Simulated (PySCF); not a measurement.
PySCF 2.14 output of an unrestricted LDA calculation on a single atom or ion in aug-cc-pVTZ-X2C, with the spin-free X2C one-electron Hamiltonian (Gaussian nucleus):

```
SCF conv_tol = 1e-09
number electrons alpha = 28  beta = 27
    P. A. M. Dirac.,  Math. Proc. Cambridge Philos. Soc. 26, 376 (1930)
    F. Bloch.,  Z. Phys. 57, 545 (1929)
    S. H. Vosko, L. Wilk, and M. Nusair.,  Can. J. Phys. 58, 1200 (1980)
cycle= 1 E= -7779.20378843374  delta_E= -0.00447  |g|= 0.0365  |ddm|= 3.71
cycle= 2 E= -7779.20442212505  delta_E= -0.000634  |g|= 0.0356  |ddm|= 2.63
cycle= 3 E= -7779.20652856532  delta_E= -0.00211  |g|= 0.00105  |ddm|= 1.03
cycle= 4 E= -7779.20652987782  delta_E= -1.31e-06  |g|= 0.000209  |ddm|= 0.0109
cycle= 5 E= -7779.20652998284  delta_E= -1.05e-07  |g|= 1.86e-05  |ddm|= 0.00912
cycle= 6 E= -7779.20652998347  delta_E= -6.31e-10  |g|= 2.87e-06  |ddm|= 0.000632
converged SCF energy = -7779.20652998347  <S^2> = 0.75015116  2S+1 = 2.0001512
```

The run itself started from symmetry-adapted Hartree-Fock orbitals and held the occupation by maximum overlap, on a logarithmic radial grid, so the iterations belong to that start.

Question: Which element, charge and spin multiplicity is this?

Answer: Cs (caesium, neutral), multiplicity 2; the state was [Xe] 5d1, 2D determinant (an excited configuration).

Spin-orbit coupling, absent here, splits the open shell strongly.
